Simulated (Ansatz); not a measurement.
The same path of CH5NTe (8 atoms, charge 0, multiplicity 1) was run twice with different band settings. The coordinate that changes most is the height of N1 over the plane of its neighbours.

Method: Ansatz, RKS PBE0-D4/def2-SVP.

Relaxed end points:

```xyz
8
Properties=species:S:1:pos:R:3
N -0.545 0.925 -0.716
C 0.300 0.161 0.149
Te -0.936 -1.362 1.123
H -0.772 0.420 -1.570
H -0.122 1.815 -0.968
H 0.699 0.805 0.945
H 1.143 -0.382 -0.315
H 0.324 -2.440 1.297
```

```xyz
8
Properties=species:S:1:pos:R:3
N 0.056 0.689 -1.018
C 0.479 0.321 0.277
Te -0.918 -0.882 1.554
H -0.096 -0.112 -1.623
H -0.798 1.240 -1.008
H 0.665 1.203 0.905
H 1.399 -0.277 0.245
H -0.695 -2.240 0.614
```

Common settings: spring 5.0 eV/Å²; optimiser quadratic models (default); start path IDPP; force threshold 0.03 eV/Å; iteration limit 60; end points relaxed.

| run | movable images | climbing image |
| --- | --- | --- |
| 1 | 5 | yes |
| 2 | 4 | no |

Question: What does each run give, and how far can it be trusted?

Answer: Run 1: converged after 9 iterations, highest image 0.066 eV above the first end. A vibrational analysis at the climbing image gives 2 clearly imaginary modes (423i, 105i cm⁻¹): a point of higher order, so a lower path passes nearby.
Run 2: converged after 17 iterations, highest image 0.021 eV above the first end. No image climbed, so the highest image needn't sit at the top of the path.
